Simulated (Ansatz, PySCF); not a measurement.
Pair of molecules: SiH4 (SMILES [SiH4]) (first 5 atoms) with CH4O (SMILES CO); geometry from B3LYP-D3(BJ)/def2-TZVP.
(charge 0, multiplicity 1):
```csv
atom,x (Å),y (Å),z (Å)
Si,0.0779,0.1102,0.2841
H,-1.1281,-0.5255,0.8619
H,0.3097,1.4322,0.9018
H,-0.1668,0.3089,-1.1675
H,1.2544,-0.7695,0.4425
C,-0.4786,0.5213,3.9292
O,0.4930,-0.2856,3.2741
H,-1.4774,0.3875,3.5011
H,-0.1763,1.5567,3.7821
H,-0.5184,0.3186,5.0040
H,0.2554,-1.2115,3.3870
```

Basis-set superposition error: the interaction energy with monomers in their own basis, and in the dimer's basis (counterpoise).

Codes used: Ansatz (Gaussian orbitals); PySCF for 6-31G* rows. Each number belongs to the level named beside it.

```csv
level,uncorrected (kcal/mol),counterpoise (kcal/mol),difference
HF/aug-cc-pV(D+d)Z,-0.18,0.20,0.38
SVWN5/def2-TZVPPD,-4.29,-4.20,0.09
revPBE/def2-TZVPPD,0.64,0.70,0.06
B3LYP/def2-TZVPPD,-0.35,-0.28,0.07
PBE0/def2-TZVPPD,-1.27,-1.22,0.06
wB97X-V/def2-TZVPPD,-2.49,-2.43,0.06
MP2/6-31G*,-3.20,-0.62,2.58
SCS-MP2/aug-cc-pV(D+d)Z,-2.48,-1.41,1.08
CCSD/aug-cc-pV(D+d)Z,-2.61,-1.62,0.99
CCSD(T)/aug-cc-pV(D+d)Z,-2.98,-1.92,1.06
```

The error is largest for MP2/6-31G* (2.58 kcal/mol) and smallest for PBE0/def2-TZVPPD (0.06 kcal/mol).

Ansatz is an electronic-structure program.
